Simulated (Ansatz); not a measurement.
The molecule Br$_{2}$, closed-shell singlet (the spin of the measured ground state). No spin–orbit coupling. Br is treated without relativity.

The constants come from a fifth-degree fit in 1/R (seven points, main isotopes). In def2 and cc sets the state is the lowest found near the PBE0 minimum, followed along R. The singlet is held restricted.

Correlated levels freeze the inner cores; with def2 sets outer-core shells near the valence are correlated too. CBS: X⁻³ extrapolation of the correlation energy, Hartree–Fock from the larger set.

Codes used: Ansatz (a program for electronic structure) with Gaussian orbitals. Values without a source in brackets are computed.

Quantity: r_e, from seven points a level.

Costs are ratios of core time to PBE/def2-TZVPP (roughly 6 s), for whole runs (searches for the state included, and forces where a run took them) on one shared machine, so rough; each error counts from the measured 2.2811 Å [Huber and Herzberg (1979), NIST Chemistry WebBook].

```csv
level,basis functions,cost,error (Å)
SVWN5/def2-TZVPP,96,×0.8,-0.004
PBE/def2-TZVPP,96,×1,0.030
B2PLYP/def2-TZVPP,96,×2,0.019
BHLYP/def2-TZVPP,96,×2,0.005
B3LYP/def2-TZVPP,96,×2,0.035
CAM-B3LYP/def2-TZVPP,96,×2,0.010
B97M-V/def2-TZVPP,96,×3,0.007
wB97X-V/def2-TZVPP,96,×4,-0.007
wB97M-V/def2-TZVPP,96,×5,0.001
CCSD(T)/def2-TZVPP,96,×5,0.019
CCSD(T)/def2-QZVPP,178,×40,0.003
"CCSD(T)/CBS(def2-TZVPP, def2-QZVPP)",-,×40,-0.004
```

The cheapest listed level whose error stays within 0.005 Å: SVWN5/def2-TZVPP (-0.004 Å, cost ×0.8).

What the step from CCSD(T)/def2-TZVPP to CCSD(T)/def2-QZVPP costs and buys: 96 to 178 functions, cost ×8 (rough); the error goes from 0.019 to 0.003 Å.
